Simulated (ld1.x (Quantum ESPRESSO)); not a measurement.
## Reading a pseudo-wave (Ti (Z = 22))

Columns: radius, all-electron u(r) and pseudo u(r) of the 4s shell (level -4.47 eV) of titanium in the configuration [Ar] 3d2 4s2 4p0; PBE, scalar-relativistic, RRKJ scheme, ld1.x (Quantum ESPRESSO) 7.5.

| r (bohr) | all-electron | pseudo |
| --- | --- | --- |
| 0.152 | -0.1129 | -0.0528 |
| 0.305 | -0.1032 | -0.0994 |
| 0.458 | 0.0862 | -0.1349 |
| 0.610 | 0.2225 | -0.1575 |
| 0.762 | 0.2594 | -0.1693 |
| 0.915 | 0.2163 | -0.1750 |
| 1.068 | 0.1263 | -0.1812 |
| 1.220 | 0.0170 | -0.1941 |
| 1.372 | -0.0948 | -0.2183 |
| 1.525 | -0.1998 | -0.2558 |
| 1.678 | -0.2925 | -0.3050 |
| 1.830 | -0.3706 | -0.3612 |
| 1.982 | -0.4346 | -0.4189 |
| 2.135 | -0.4856 | -0.4725 |
| 2.288 | -0.5246 | -0.5171 |
| 2.440 | -0.5529 | -0.5501 |
| 2.592 | -0.5719 | -0.5716 |
| 2.745 | -0.5830 | -0.5833 |
| 2.898 | -0.5870 | -0.5871 |
| 3.050 | -0.5851 | -0.5851 |
| 3.202 | -0.5781 | -0.5781 |
| 3.355 | -0.5670 | -0.5670 |
| 3.508 | -0.5524 | -0.5524 |
| 3.660 | -0.5352 | -0.5352 |
| 3.812 | -0.5160 | -0.5160 |
| 3.965 | -0.4952 | -0.4952 |

(1) How many radial nodes do the two functions have?

(2) At about which radius was the pseudo-wave matched?

(3) Is the pseudo-wave norm-conserving?

## Answers

(1) The all-electron 4s function has n − l − 1 = 3 (the table is too coarse to show those close to the nucleus); the pseudo-wave has 0, since the states of the same l below it are removed with the core.

(2) 3.00 bohr. The columns agree to 0.0005 from 2.59 bohr on; several derivatives are matched, so the curves merge somewhat inside the radius.

(3) Yes: the RRKJ scheme keeps the norm inside the radius equal to the all-electron one, which fixes the energy derivative of the logarithmic derivative at the level.
